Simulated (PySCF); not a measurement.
C3H3F3. Atoms are numbered in the order given.

```xyz
9

F     -1.2002     0.2033     1.4082
C     -0.2143    -0.4375     0.7525
C     -0.2143    -0.4375    -0.7525
F     -1.2002     0.2033    -1.4082
C      0.7708     0.3899     0.0000
F      2.0776     0.0529     0.0000
H      0.1379    -1.3466     1.2536
H      0.1379    -1.3466    -1.2536
H      0.5756     1.4691     0.0000
```

The structure is a stationary point at PBE0-D3(BJ)/def2-SVP. The structure was generated by enumeration; whether it is a known compound was not checked.

Level of theory: PBE/pcSseg-1 in PySCF.

GIAO shieldings, no solvent; atoms listed in one row are averaged. δ = σ(ref) − σ: ¹⁹F against CFCl3 (σ = 133.6 ppm); ¹³C against TMS (σ = 182.0 ppm); ¹H against TMS (σ = 31.49 ppm), references at their B3LYP-D3(BJ)/def2-TZVP geometries, non-relativistic.

```tsv
nucleus	atoms	count	δ (ppm)
¹⁹F	F6	1	-269.9
¹⁹F	F4, F1	2	-284.2
¹³C	C2, C3, C5	3	80.2
¹H	H9	1	4.91
¹H	H7, H8	2	4.67
```
